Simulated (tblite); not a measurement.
A geometry optimisation, step by step.

C6H13ClGeO.
Atom-mapped SMILES: `[CH3:1][GeH2:2][C@@H:3]1[CH2:4][CH2:5][C@@H:6]([Cl:7])[CH2:8][O:9]1` (hydrogens: H10, H11, H12 on C1; H13, H14 on Ge2; H15 on C3; H16, H17 on C4; H18, H19 on C5; H20 on C6; H21, H22 on C8)

Computed with GFN2-xTB (tblite), gas phase: L-BFGS steps from a force-field or distance-geometry start until the largest atomic force falls under 0.01 eV/Å. 7 of its 175 geometries are shown.

Step 0: E = -816.1161 eV, largest atomic force 1.926 eV/Å
```
atom  x, y, z in Å  |  force x, y, z in eV/Å
C1      3.194    0.708   -0.188    0.169   0.648  -0.490
Ge2     2.084   -0.867   -0.025    1.620  -1.019   0.214
C3      0.247   -0.489    0.350   -0.694  -0.666  -1.015
C4     -0.506   -0.500   -0.993   -0.550  -0.112   0.701
C5     -1.974   -0.621   -0.575    0.078  -0.361  -0.192
C6     -2.284    0.725    0.065    0.967  -0.056  -0.913
Cl7    -3.981    0.879    0.514    0.018   0.166   0.070
C8     -1.336    0.852    1.256   -1.030   0.438   0.897
O9      0.009    0.762    0.886   -0.179   0.719   1.156
H10     2.598    1.602    0.089    0.666  -0.494  -0.033
H11     4.118    0.604    0.393   -0.404   0.344  -0.126
H12     3.471    0.787   -1.253   -0.006   0.231   0.491
H13     2.132   -1.639   -1.360   -0.021   0.068   0.477
H14     2.678   -1.808    1.065   -0.251   0.251  -0.450
H15    -0.164   -1.274    1.014    0.087   0.114  -0.108
H16    -0.363    0.515   -1.404    0.287  -0.744  -0.416
H17    -0.178   -1.311   -1.643   -0.110   0.180  -0.101
H18    -2.005   -1.419    0.206   -0.575   0.340  -0.800
H19    -2.620   -0.833   -1.435   -0.053  -0.069   0.319
H20    -1.956    1.491   -0.677   -0.870  -0.032   0.432
H21    -1.635    0.038    1.958    0.402   0.300  -0.009
H22    -1.540    1.817    1.756    0.449  -0.246  -0.103
```

Step 29: E = -816.8360 eV, largest atomic force 0.127 eV/Å
```
atom  x, y, z in Å  |  force x, y, z in eV/Å
C1      3.230    0.826   -0.201   -0.013   0.012   0.007
Ge2     2.191   -0.835    0.008   -0.038   0.048  -0.024
C3      0.211   -0.631    0.270    0.111  -0.060   0.012
C4     -0.599   -0.703   -1.016    0.086   0.029   0.064
C5     -2.079   -0.522   -0.686    0.021   0.014   0.015
C6     -2.257    0.772    0.100   -0.038   0.018   0.020
Cl7    -3.936    0.886    0.713    0.062   0.027  -0.037
C8     -1.302    0.830    1.297    0.025  -0.006  -0.011
O9      0.031    0.624    0.904    0.047  -0.032  -0.035
H10     2.676    1.688    0.157   -0.028  -0.030   0.021
H11     4.146    0.738    0.378    0.003   0.059  -0.013
H12     3.502    0.991   -1.240   -0.052   0.009   0.012
H13     2.388   -1.710   -1.205    0.009  -0.062   0.013
H14     2.739   -1.617    1.171   -0.018  -0.028   0.017
H15    -0.138   -1.427    0.948   -0.013   0.015  -0.005
H16    -0.260    0.096   -1.679   -0.034   0.011  -0.060
H17    -0.420   -1.662   -1.508   -0.059   0.028   0.015
H18    -2.420   -1.362   -0.076   -0.006  -0.012   0.013
H19    -2.679   -0.494   -1.596   -0.047   0.002  -0.011
H20    -2.107    1.641   -0.547    0.043  -0.025   0.011
H21    -1.599    0.072    2.039   -0.011  -0.014  -0.034
H22    -1.328    1.816    1.767   -0.048  -0.002   0.013
```

Step 58: E = -816.8918 eV, largest atomic force 0.061 eV/Å
```
atom  x, y, z in Å  |  force x, y, z in eV/Å
C1      3.008    0.890   -0.211   -0.007  -0.021   0.026
Ge2     2.213   -0.892    0.036    0.015   0.020   0.009
C3      0.227   -0.765    0.237    0.007  -0.008  -0.005
C4     -0.598   -0.758   -1.043   -0.009   0.007   0.023
C5     -2.058   -0.476   -0.689   -0.028   0.013   0.031
C6     -2.119    0.839    0.074    0.023   0.024   0.028
Cl7    -3.790    1.180    0.603   -0.007   0.011  -0.001
C8     -1.212    0.768    1.303    0.016  -0.021   0.030
O9      0.107    0.469    0.929    0.015   0.017  -0.016
H10     2.414    1.615    0.335   -0.027   0.014  -0.007
H11     4.018    0.910    0.191    0.032  -0.013  -0.044
H12     3.048    1.184   -1.256   -0.029  -0.019  -0.001
H13     2.583   -1.849   -1.073   -0.028   0.019   0.012
H14     2.742   -1.512    1.302    0.001  -0.008   0.000
H15    -0.150   -1.575    0.880    0.022  -0.003   0.024
H16    -0.223    0.019   -1.712    0.009  -0.006  -0.020
H17    -0.513   -1.725   -1.541    0.045   0.003  -0.009
H18    -2.435   -1.272   -0.043   -0.032  -0.051  -0.012
H19    -2.687   -0.433   -1.579    0.030   0.024  -0.025
H20    -1.815    1.671   -0.566    0.000   0.024  -0.016
H21    -1.596    0.005    1.996   -0.021  -0.045   0.000
H22    -1.173    1.726    1.826   -0.027   0.020  -0.026
```

Step 87: E = -816.9155 eV, largest atomic force 0.034 eV/Å
```
atom  x, y, z in Å  |  force x, y, z in eV/Å
C1      2.883    0.893   -0.288    0.007   0.004   0.005
Ge2     2.213   -0.909    0.105    0.006   0.009   0.019
C3      0.233   -0.810    0.334    0.001   0.008  -0.009
C4     -0.526   -0.768   -0.986   -0.013   0.002  -0.010
C5     -1.995   -0.419   -0.739   -0.007  -0.012  -0.012
C6     -2.054    0.871    0.066   -0.003  -0.022   0.003
Cl7    -3.743    1.271    0.481   -0.006   0.007   0.004
C8     -1.242    0.717    1.351    0.010   0.010   0.010
O9      0.094    0.409    1.047    0.010  -0.003   0.012
H10     2.449    1.594    0.418    0.008  -0.005   0.007
H11     3.964    0.942   -0.208    0.019  -0.009  -0.010
H12     2.601    1.200   -1.292   -0.001  -0.008  -0.003
H13     2.549   -1.878   -1.002   -0.002  -0.012   0.005
H14     2.830   -1.477    1.355   -0.002   0.033  -0.006
H15    -0.163   -1.632    0.950   -0.005   0.004  -0.027
H16    -0.079   -0.012   -1.635    0.001  -0.002   0.018
H17    -0.442   -1.739   -1.478   -0.007   0.010  -0.007
H18    -2.472   -1.222   -0.170   -0.007   0.016   0.001
H19    -2.531   -0.302   -1.682   -0.003  -0.014  -0.009
H20    -1.667    1.711   -0.519   -0.003  -0.026   0.010
H21    -1.686   -0.072    1.978   -0.009  -0.012  -0.025
H22    -1.226    1.651    1.916    0.006   0.023   0.021
```

Step 116: E = -816.9222 eV, largest atomic force 0.027 eV/Å
```
atom  x, y, z in Å  |  force x, y, z in eV/Å
C1      2.930    0.877   -0.340   -0.010  -0.009   0.006
Ge2     2.212   -0.884    0.145   -0.008  -0.016   0.020
C3      0.226   -0.796    0.327   -0.005   0.000  -0.003
C4     -0.524   -0.733   -0.997    0.005   0.009   0.009
C5     -2.000   -0.412   -0.751   -0.002   0.007   0.001
C6     -2.076    0.861    0.080    0.007   0.002   0.009
Cl7    -3.771    1.249    0.481   -0.005  -0.004   0.008
C8     -1.276    0.685    1.370    0.006  -0.002  -0.002
O9      0.067    0.403    1.072   -0.002  -0.005   0.001
H10     2.626    1.607    0.405    0.003  -0.005  -0.008
H11     4.016    0.853   -0.383   -0.013   0.010  -0.001
H12     2.556    1.199   -1.309    0.004  -0.004  -0.003
H13     2.578   -1.930   -0.879    0.004  -0.009  -0.010
H14     2.791   -1.357    1.449    0.000   0.011   0.001
H15    -0.170   -1.638    0.915    0.002   0.007  -0.002
H16    -0.086    0.050   -1.621    0.012  -0.006  -0.006
H17    -0.424   -1.688   -1.515    0.009   0.016  -0.002
H18    -2.472   -1.229   -0.201    0.003  -0.010   0.005
H19    -2.531   -0.283   -1.695   -0.009   0.001  -0.011
H20    -1.685    1.712   -0.485   -0.002   0.002   0.006
H21    -1.718   -0.129    1.966    0.006   0.008  -0.010
H22    -1.278    1.602    1.964   -0.003  -0.004  -0.008
```

Step 145: E = -816.9241 eV, largest atomic force 0.017 eV/Å
```
atom  x, y, z in Å  |  force x, y, z in eV/Å
C1      2.923    0.852   -0.372    0.004   0.011   0.005
Ge2     2.212   -0.894    0.174   -0.005  -0.001  -0.016
C3      0.227   -0.791    0.323    0.004  -0.002   0.006
C4     -0.508   -0.699   -1.007    0.006  -0.001   0.003
C5     -1.988   -0.399   -0.763    0.003   0.000  -0.001
C6     -2.084    0.856    0.093   -0.006   0.003  -0.004
Cl7    -3.787    1.195    0.512    0.002   0.006   0.007
C8     -1.276    0.677    1.378   -0.005   0.001   0.002
O9      0.067    0.400    1.079    0.000   0.001   0.003
H10     2.627    1.599    0.360   -0.001   0.007  -0.005
H11     4.007    0.835   -0.432   -0.005  -0.002   0.002
H12     2.532    1.149   -1.341    0.004  -0.011  -0.005
H13     2.596   -1.981   -0.802    0.001   0.000   0.002
H14     2.769   -1.304    1.507    0.002   0.000   0.005
H15    -0.185   -1.636    0.895   -0.002  -0.004  -0.001
H16    -0.069    0.105   -1.603   -0.001  -0.004  -0.006
H17    -0.392   -1.637   -1.552   -0.001   0.001  -0.003
H18    -2.452   -1.234   -0.232    0.005   0.002  -0.005
H19    -2.518   -0.256   -1.707    0.001  -0.003   0.003
H20    -1.718    1.727   -0.458    0.005   0.000  -0.002
H21    -1.712   -0.140    1.973   -0.005  -0.005   0.001
H22    -1.280    1.594    1.973   -0.005   0.000   0.008
```

Step 174: E = -816.9278 eV, largest atomic force 0.008 eV/Å
```
atom  x, y, z in Å  |  force x, y, z in eV/Å
C1      2.905    0.811   -0.491   -0.005  -0.005   0.000
Ge2     2.213   -0.880    0.230    0.005  -0.002  -0.001
C3      0.225   -0.799    0.333   -0.002   0.000   0.005
C4     -0.479   -0.635   -1.006   -0.001  -0.001   0.001
C5     -1.965   -0.345   -0.782   -0.001   0.002   0.000
C6     -2.079    0.863    0.137    0.002  -0.001  -0.003
Cl7    -3.789    1.193    0.527   -0.003   0.002   0.003
C8     -1.307    0.607    1.431   -0.001   0.003  -0.002
O9      0.044    0.347    1.151   -0.001   0.001   0.003
H10     2.492    1.641    0.075    0.000  -0.004  -0.001
H11     3.989    0.850   -0.420    0.002   0.002  -0.003
H12     2.628    0.931   -1.535    0.004   0.005   0.001
H13     2.647   -2.053   -0.617   -0.004   0.006   0.004
H14     2.737   -1.130    1.614   -0.004   0.001  -0.002
H15    -0.197   -1.676    0.848    0.001  -0.006  -0.002
H16    -0.027    0.198   -1.549    0.001  -0.001   0.000
H17    -0.352   -1.544   -1.598   -0.002  -0.003  -0.002
H18    -2.444   -1.206   -0.307    0.005   0.003  -0.006
H19    -2.471   -0.152   -1.730    0.001  -0.003   0.002
H20    -1.691    1.759   -0.356   -0.001  -0.001   0.002
H21    -1.760   -0.246    1.962    0.005   0.006  -0.001
H22    -1.329    1.484    2.081   -0.001  -0.003   0.001
```

Question: Summarise the path.

Answer: The energy falls by 0.8117 eV from step 0 to step 174; nine tenths of that is first reached at step 34. It never rises by more than 0.2 meV. The largest force goes from 1.926 to 0.008 eV/Å. Among the bonds Ge2–C3 changes most, from 1.913 to 1.993 Å; the atoms move by 0.545 Å rms after alignment.

Question: Follow the three bonds and two angles with the largest change from start to end.

Answer: 
```json
{"step": "0", "E above end (eV)": "0.8117", "largest force (eV/Å)": "1.926", "Ge2–C3 (Å)": "1.913", "Ge2–H14 (Å)": "1.558", "C3–O9 (Å)": "1.383", "Ge2–C3–O9 (°)": "114.9", "Ge2–C3–C4 (°)": "107.3"}
{"step": "8", "E above end (eV)": "0.2992", "largest force (eV/Å)": "0.384", "Ge2–C3 (Å)": "1.977", "Ge2–H14 (Å)": "1.520", "C3–O9 (Å)": "1.418", "Ge2–C3–O9 (°)": "113.5", "Ge2–C3–C4 (°)": "109.9"}
{"step": "15", "E above end (eV)": "0.1662", "largest force (eV/Å)": "0.263", "Ge2–C3 (Å)": "2.009", "Ge2–H14 (Å)": "1.511", "C3–O9 (Å)": "1.417", "Ge2–C3–O9 (°)": "111.4", "Ge2–C3–C4 (°)": "112.6"}
{"step": "23", "E above end (eV)": "0.1042", "largest force (eV/Å)": "0.153", "Ge2–C3 (Å)": "2.005", "Ge2–H14 (Å)": "1.507", "C3–O9 (Å)": "1.418", "Ge2–C3–O9 (°)": "107.0", "Ge2–C3–C4 (°)": "113.7"}
{"step": "30", "E above end (eV)": "0.0897", "largest force (eV/Å)": "0.126", "Ge2–C3 (Å)": "2.006", "Ge2–H14 (Å)": "1.506", "C3–O9 (Å)": "1.417", "Ge2–C3–O9 (°)": "105.7", "Ge2–C3–C4 (°)": "114.4"}
{"step": "38", "E above end (eV)": "0.0688", "largest force (eV/Å)": "0.113", "Ge2–C3 (Å)": "2.007", "Ge2–H14 (Å)": "1.503", "C3–O9 (Å)": "1.418", "Ge2–C3–O9 (°)": "104.2", "Ge2–C3–C4 (°)": "116.4"}
{"step": "45", "E above end (eV)": "0.0575", "largest force (eV/Å)": "0.117", "Ge2–C3 (Å)": "1.999", "Ge2–H14 (Å)": "1.504", "C3–O9 (Å)": "1.420", "Ge2–C3–O9 (°)": "103.9", "Ge2–C3–C4 (°)": "117.4"}
{"step": "53", "E above end (eV)": "0.0414", "largest force (eV/Å)": "0.079", "Ge2–C3 (Å)": "1.997", "Ge2–H14 (Å)": "1.505", "C3–O9 (Å)": "1.420", "Ge2–C3–O9 (°)": "101.7", "Ge2–C3–C4 (°)": "117.4"}
{"step": "61", "E above end (eV)": "0.0339", "largest force (eV/Å)": "0.048", "Ge2–C3 (Å)": "1.999", "Ge2–H14 (Å)": "1.506", "C3–O9 (Å)": "1.421", "Ge2–C3–O9 (°)": "100.4", "Ge2–C3–C4 (°)": "117.2"}
{"step": "68", "E above end (eV)": "0.0286", "largest force (eV/Å)": "0.084", "Ge2–C3 (Å)": "1.995", "Ge2–H14 (Å)": "1.506", "C3–O9 (Å)": "1.420", "Ge2–C3–O9 (°)": "100.1", "Ge2–C3–C4 (°)": "116.6"}
{"step": "76", "E above end (eV)": "0.0192", "largest force (eV/Å)": "0.081", "Ge2–C3 (Å)": "1.999", "Ge2–H14 (Å)": "1.501", "C3–O9 (Å)": "1.419", "Ge2–C3–O9 (°)": "100.8", "Ge2–C3–C4 (°)": "114.9"}
{"step": "83", "E above end (eV)": "0.0134", "largest force (eV/Å)": "0.038", "Ge2–C3 (Å)": "1.998", "Ge2–H14 (Å)": "1.502", "C3–O9 (Å)": "1.421", "Ge2–C3–O9 (°)": "101.1", "Ge2–C3–C4 (°)": "113.6"}
{"step": "91", "E above end (eV)": "0.0113", "largest force (eV/Å)": "0.025", "Ge2–C3 (Å)": "1.995", "Ge2–H14 (Å)": "1.503", "C3–O9 (Å)": "1.420", "Ge2–C3–O9 (°)": "101.4", "Ge2–C3–C4 (°)": "113.3"}
{"step": "98", "E above end (eV)": "0.0096", "largest force (eV/Å)": "0.030", "Ge2–C3 (Å)": "1.996", "Ge2–H14 (Å)": "1.503", "C3–O9 (Å)": "1.420", "Ge2–C3–O9 (°)": "101.3", "Ge2–C3–C4 (°)": "113.5"}
{"step": "106", "E above end (eV)": "0.0069", "largest force (eV/Å)": "0.033", "Ge2–C3 (Å)": "1.998", "Ge2–H14 (Å)": "1.505", "C3–O9 (Å)": "1.420", "Ge2–C3–O9 (°)": "101.9", "Ge2–C3–C4 (°)": "113.6"}
{"step": "113", "E above end (eV)": "0.0059", "largest force (eV/Å)": "0.026", "Ge2–C3 (Å)": "1.995", "Ge2–H14 (Å)": "1.503", "C3–O9 (Å)": "1.420", "Ge2–C3–O9 (°)": "101.5", "Ge2–C3–C4 (°)": "114.2"}
{"step": "121", "E above end (eV)": "0.0051", "largest force (eV/Å)": "0.017", "Ge2–C3 (Å)": "1.995", "Ge2–H14 (Å)": "1.503", "C3–O9 (Å)": "1.420", "Ge2–C3–O9 (°)": "101.3", "Ge2–C3–C4 (°)": "114.5"}
{"step": "129", "E above end (eV)": "0.0046", "largest force (eV/Å)": "0.021", "Ge2–C3 (Å)": "1.995", "Ge2–H14 (Å)": "1.501", "C3–O9 (Å)": "1.420", "Ge2–C3–O9 (°)": "101.3", "Ge2–C3–C4 (°)": "114.5"}
{"step": "136", "E above end (eV)": "0.0040", "largest force (eV/Å)": "0.013", "Ge2–C3 (Å)": "1.994", "Ge2–H14 (Å)": "1.502", "C3–O9 (Å)": "1.420", "Ge2–C3–O9 (°)": "101.1", "Ge2–C3–C4 (°)": "114.6"}
{"step": "144", "E above end (eV)": "0.0037", "largest force (eV/Å)": "0.015", "Ge2–C3 (Å)": "1.994", "Ge2–H14 (Å)": "1.502", "C3–O9 (Å)": "1.420", "Ge2–C3–O9 (°)": "101.3", "Ge2–C3–C4 (°)": "114.7"}
{"step": "151", "E above end (eV)": "0.0034", "largest force (eV/Å)": "0.015", "Ge2–C3 (Å)": "1.993", "Ge2–H14 (Å)": "1.502", "C3–O9 (Å)": "1.420", "Ge2–C3–O9 (°)": "101.3", "Ge2–C3–C4 (°)": "114.7"}
{"step": "159", "E above end (eV)": "0.0026", "largest force (eV/Å)": "0.036", "Ge2–C3 (Å)": "1.993", "Ge2–H14 (Å)": "1.504", "C3–O9 (Å)": "1.420", "Ge2–C3–O9 (°)": "101.4", "Ge2–C3–C4 (°)": "114.9"}
{"step": "166", "E above end (eV)": "0.0007", "largest force (eV/Å)": "0.032", "Ge2–C3 (Å)": "1.994", "Ge2–H14 (Å)": "1.502", "C3–O9 (Å)": "1.420", "Ge2–C3–O9 (°)": "101.0", "Ge2–C3–C4 (°)": "114.8"}
{"step": "174", "E above end (eV)": "0.0000", "largest force (eV/Å)": "0.008", "Ge2–C3 (Å)": "1.993", "Ge2–H14 (Å)": "1.501", "C3–O9 (Å)": "1.420", "Ge2–C3–O9 (°)": "100.9", "Ge2–C3–C4 (°)": "114.8"}
```

The cost below is that of the whole relaxation. On Arm Neoverse V2, one thread, shared host, this took 1.5 s of wall time.
